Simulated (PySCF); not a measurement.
Compound: C4H5ClNO (doublet state).
Atom-mapped SMILES: `[NH:1][C:2](=[O:3])/[CH:4]=[CH:5]\[CH2:6][Cl:7]` (hydrogens: H8 on N1; H9 on C4; H10 on C5; H11, H12 on C6)

Structure used (GFN2-xTB), in Å, numbered top down from 1:
```xyz
12
C4H5ClNO angstrom
N      2.574   -0.192   -0.504
C      1.352   -0.223   -0.083
O      1.052   -0.997    0.863
C      0.375    0.672   -0.730
C     -0.909    0.698   -0.388
C     -1.485   -0.163    0.677
Cl    -2.760   -1.218    0.027
H      3.212   -0.832   -0.042
H      0.789    1.301   -1.503
H     -1.602    1.350   -0.904
H     -1.925    0.415    1.492
H     -0.670   -0.812    1.070
```

The hyperfine couplings belong to this conformer and change with its torsions.

Computed with PySCF 2.14.0, UKS B3LYP, pcH-1 on C Cl H N O, non-relativistic, mean-field spin-orbit, GIAO. One conformer (not necessarily the lowest) at the GFN2-xTB geometry, without solvent, vibrations or thermal averaging. The geometry wasn't refined by DFT: couplings that depend on bond lengths, twists or pyramidal angles can differ widely from those at the functional's own minimum. Stability of the SCF solution: not tested.

Question: Predict the first-order ENDOR lines of N1, H8, H10, H11/H12 and H9 under fast tumbling at B = 1209.3 mT (Q band).

Answer: For S = 1/2 in fast tumbling each set of equivalent nuclei gives two lines, ν± = |νn ± a/2| to first order, with νn = g_N μN B/h and μN/h = 7.62259 MHz/T.

| nuclei | isotope | g_N | νn (MHz) | a_iso (MHz) | lower line (MHz) | upper line (MHz) |
| --- | --- | --- | --- | --- | --- | --- |
| N1 | 14N | 0.4038 | 3.72 | 16.78 | 4.67 | 12.11 |
| H8 | 1H | 5.5857 | 51.49 | 18.37 | 42.30 | 60.67 |
| H10 | 1H | 5.5857 | 51.49 | 14.03 | 44.47 | 58.50 |
| H11/H12 | 1H | 5.5857 | 51.49 | 11.88 | 45.55 | 57.43 |
| H9 | 1H | 5.5857 | 51.49 | 11.69 | 45.65 | 57.33 |

Question: Which pairs are centred on the nuclear Larmor frequency, and which on half the coupling?

Answer: Centred on νn, since |a| < 2νn: H8, H10, H11/H12 and H9. Centred on |a|/2 and split by 2νn: N1.

Question: At what field would the lower line of H11/H12 fall to zero frequency?

Answer: Where νn = |a|/2, that is B = 5.94 MHz/(5.5857 × 7.62259 MHz/T) = 139 mT, as far as first order holds there.

Means are taken over nuclei equivalent by connectivity, which assumes that they swap fast. The 1H value of +11.9 MHz is a mean of couplings from 7.2 to 16.5 MHz in this one geometry, not an average over conformers.

The SMILES draws the unpaired electron on N1; the largest computed Mulliken spin population is on O3 (0.55 against 0.43).
